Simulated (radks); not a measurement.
The numbers below are computed, except where a source is named.
Species: Te17+. Configuration: [Ar] 3d10 4s2 4p5 (the NIST ground configuration). Code: a radial shooting solver on a logarithmic mesh with Libxc functionals. Model: scalar-relativistic Kohn-Sham, exchange-only LDA, spin-polarised, spherical densities, point nucleus; open shells are filled with parallel spins first (spin-orbit coupling, left out, can overturn this in heavy ions).

Radial electron density D(r) = 4 pi r^2 rho(r):

r (bohr),D(r) (e/bohr),spin D(r)
0.0009653,1.706,-0.0000128
0.001088,2.102,-0.0000152
0.001237,2.623,-0.0000182
0.001395,3.222,-0.0000212
0.001585,4.003,-0.0000244
0.001787,4.893,-0.0000270
0.002031,6.045,-0.0000286
0.00229,7.347,-0.0000278
0.002582,8.898,-0.0000230
0.002935,10.87,-0.0000101
0.003309,13.05,0.0000141
0.003761,15.78,0.0000613
0.00424,18.74,0.000137
0.004819,22.36,0.000272
0.005434,26.19,0.000477
0.006127,30.43,0.000797
0.006963,35.35,0.00133
0.007851,40.26,0.00210
0.008923,45.68,0.00336
0.01006,50.73,0.00512
0.01143,55.85,0.00791
0.01289,60.13,0.0117
0.01454,63.62,0.0172
0.01652,66.21,0.0254
0.01863,67.36,0.0362
0.02117,67.18,0.0517
0.02387,65.81,0.0711
0.02713,63.47,0.0974
0.03059,61.07,0.128
0.03449,59.23,0.163
0.0392,58.76,0.205
0.0442,60.38,0.243
0.05023,64.57,0.278
0.05664,70.40,0.297
0.06437,77.44,0.294
0.07258,83.16,0.264
0.08183,86.31,0.206
0.093,85.48,0.122
0.1049,80.64,0.0448
0.1192,72.59,-0.00380
0.1344,64.87,0.0154
0.1527,59.55,0.126
0.1722,59.08,0.301
0.1942,62.67,0.497
0.2207,68.18,0.639
0.2488,71.07,0.634
0.2828,68.31,0.457
0.3188,59.56,0.204
0.3624,46.04,0.00849
0.4086,33.34,0.0622
0.4606,23.89,0.417
0.5236,18.59,1.03
0.5903,16.80,1.60
0.6709,15.63,1.92
0.7564,13.45,1.83
0.8597,9.776,1.40
0.9694,6.049,0.894
1.093,3.081,0.464
1.242,1.187,0.182
1.401,0.3814,0.0591
1.592,0.08563,0.0134
1.795,0.01573,0.00247
2.04,0.001819,0.000286
2.3,0.0001669,0.0000262

D(r) has 3 maxima, at r = 0.0195, 0.0852, 0.253 bohr, and minima at 0.0380, 0.164 bohr, inside which lie 1.99, 11.08 electrons.
